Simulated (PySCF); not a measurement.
A GIAO shielding run with PySCF 2.14 (density fitting, non-relativistic, gas phase) on SMILES C=CO[C@H](C)CC, C6H12O:

```
$ OMP_NUM_THREADS=1 python probes_run.py task.json out

{"job": {"kind": "nmr", "xc": "PBE0", "basis": "pcSseg-1"}, "charge": 0, "multiplicity": 1}
C      2.520505     0.933363    -0.010354
C      1.763322     0.477777    -0.997028
O      0.544259    -0.098461    -0.959983
C     -0.111068    -0.260132     0.292510
C      0.405441    -1.504968     1.015164
C     -1.609497    -0.371591    -0.002278
C     -2.171282     0.916566    -0.591263
H      2.247169     0.884399     1.028137
H      3.466787     1.388780    -0.233026
H      2.088607     0.545779    -2.028201
H      0.067725     0.631541     0.910758
H      0.179314    -2.390736     0.426241
H      1.482698    -1.447192     1.149273
H     -0.067361    -1.596206     1.989358
H     -2.129120    -0.615725     0.925811
H     -1.757920    -1.191845    -0.706523
H     -1.639044     1.170720    -1.504238
H     -2.064032     1.739466     0.112762
H     -3.226306     0.797715    -0.824582
```

Hardware: 1 thread of an Arm Neoverse V1, shared host. The job also computes population analyses, field gradients.

Question: How large is the calculation?

Answer: 56 electrons, 179 basis functions and 923 auxiliary functions.

Question: How long does it take?

Answer: 27 s of wall time, with 14 SCF cycles and 4 response iterations. Times on a shared host scatter by some tens of per cent.
